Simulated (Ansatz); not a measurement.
Job for Ansatz (a quantum-chemistry and plane-wave program): R-MP2/aug-cc-pVTZ on F2Ge (SMILES [F][Ge][F]), atoms moved off the minimum. The run froze 16 orbitals, filled d shells among them.

Ansatz 0.2 input:
```yaml
crystal:
  periodic: [false, false, false]
  atoms:
    - {symbol: Ge, position_ang: [0.05370064, 0.02494161, 0.40757316]}
    - {symbol: F, position_ang: [0.62820822, 1.23406043, -0.69083828]}
    - {symbol: F, position_ang: [-0.72397843, -1.14444530, -0.71384362]}
basis:
  gaussian:
    orbitals: aug-cc-pVTZ
magnetization: {spin_polarized: false}
correlation: {method: mp2, electrons: outside_noble_gas}
scf: {lower_state_search: off}
output: {forces: true}
```

Problem. Predict the final total energy.

Solution. -2275.0643 hartree.
